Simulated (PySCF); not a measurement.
## Electronic structure of S²⁺ (sulfur, charge +2) at the UHF level

Configuration: [Ne] 3s2 3p2, high-spin 3P determinant. Calculation: PySCF 2.14, in x2c-TZVPall (5s5p2d1f, 37 functions); scalar relativity by spin-free X2C-1e.

```
Total energy                                                  : -397.411084 hartree
One-electron energy                                           : -536.6782 hartree
Hartree (Coulomb) energy                                      : 163.7910 hartree
Exchange energy                                               : -24.5239 hartree
⟨S²⟩                                                          : 2.0114
⟨L²⟩                                                          : 2.034
Sum of ⟨r⟩                                                    : 10.50 bohr
Sum of ⟨r²⟩                                                   : 15.09 bohr²
Traceless quadrupole moment −½Σ⟨3z² − r²⟩ along its main axis : 1.46 e·bohr²
Langevin diamagnetic susceptibility                           : -12.0 ×10⁻⁶ cm³/mol
Time after the integrals                                      : 0.1 s of wall time on 1 thread of Neoverse-V1 (shared host)
```

```json
{"shell": "1s α", "electrons": "1", "mean orbital energy (eV)": "-2538.1", "spread (eV)": "0", "rms radius, mean of both spins (bohr)": "0.112"}
{"shell": "1s β", "electrons": "1", "mean orbital energy (eV)": "-2537.4", "spread (eV)": "0", "rms radius, mean of both spins (bohr)": "0.112"}
{"shell": "2s α", "electrons": "1", "mean orbital energy (eV)": "-272.42", "spread (eV)": "0", "rms radius, mean of both spins (bohr)": "0.515"}
{"shell": "2s β", "electrons": "1", "mean orbital energy (eV)": "-271.76", "spread (eV)": "0", "rms radius, mean of both spins (bohr)": "0.515"}
{"shell": "2p α", "electrons": "3", "mean orbital energy (eV)": "-208.06", "spread (eV)": "0.624", "rms radius, mean of both spins (bohr)": "0.491"}
{"shell": "2p β", "electrons": "3", "mean orbital energy (eV)": "-206.83", "spread (eV)": "0.733", "rms radius, mean of both spins (bohr)": "0.491"}
{"shell": "3s α", "electrons": "1", "mean orbital energy (eV)": "-48.644", "spread (eV)": "0", "rms radius, mean of both spins (bohr)": "1.71"}
{"shell": "3s β", "electrons": "1", "mean orbital energy (eV)": "-41.999", "spread (eV)": "0", "rms radius, mean of both spins (bohr)": "1.71"}
{"shell": "3p α", "electrons": "2", "mean orbital energy (eV)": "-34.702", "spread (eV)": "0", "rms radius, mean of both spins (bohr)": "1.90"}
```

Densities and radii are taken from the X2C orbitals without a picture-change correction, which distorts them close to the nucleus.
